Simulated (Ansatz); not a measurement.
Molecule: C$_{2}$H$_{6}$Cl$_{3}$GeN, charge 0, multiplicity 1. 
Structure (B3LYP-D3(BJ)/def2-TZVP (Ansatz, a first-principles code) minimum search):
```xyz
13

C     -2.5512     0.5739     0.3041
N     -1.5760    -0.4086    -0.1566
C     -1.9292    -1.7812     0.1893
Ge     0.1767     0.0497    -0.0624
Cl     0.4540     1.9805    -0.9523
Cl     0.9519     0.1560     1.9575
Cl     1.3478    -1.4038    -1.1173
H     -2.6825     0.5604     1.3938
H     -3.5175     0.3548    -0.1579
H     -2.2552     1.5769     0.0006
H     -2.0239    -1.9333     1.2722
H     -1.1849    -2.4758    -0.1969
H     -2.8888    -2.0257    -0.2739
```

Wanted: atomisation energy (electronic, to ground-state atoms), in kcal/mol. Cores are frozen in the correlated levels unless marked. UHF or UKS for open shells. No spin-orbit coupling. The frozen core is the preceding noble-gas configuration, with the filled d and f shells of earlier blocks. Non-relativistic. The coupled-cluster limit lacks core correlation, which all-electron functionals hold. CBS(X,Y): correlation extrapolated as X^-3; Hartree-Fock from the larger set.

```
level                                      program  atomisation energy (kcal/mol)
----------------------------------  --------------  -----------------------------
HF/def2-QZVPPD                              Ansatz                          779.7
revPBE/def2-TZVPD                           Ansatz                         1057.4
PBE0/6-31G*                                 Ansatz                         1077.3
PBE0-D4/def2-TZVP                   Ansatz + dftd4                         1094.7
BHLYP-D4/def2-TZVPD                 Ansatz + dftd4                         1054.3
B2GP-PLYP-D3(BJ)/def2-TZVPD         Ansatz + dftd3                         1078.2
B2PLYP-D3(BJ)/def2-TZVPD            Ansatz + dftd3                         1078.1
B2PLYP/def2-TZVPD                           Ansatz                         1069.0
MP2/6-31G*                                  Ansatz                          995.2
RI-MP2/def2-TZVPPD                          Ansatz                         1087.3
SCS-MP2/def2-TZVPP                          Ansatz                         1073.9
CCSD/def2-SVP                               Ansatz                         1010.2
CCSD(T)/def2-TZVPPD                         Ansatz                         1063.4
CCSD(T)/def2-QZVPP                          Ansatz                         1078.5
CCSD(T)/CBS(def2-TZVPP,def2-QZVPP)          Ansatz                         1091.3
```
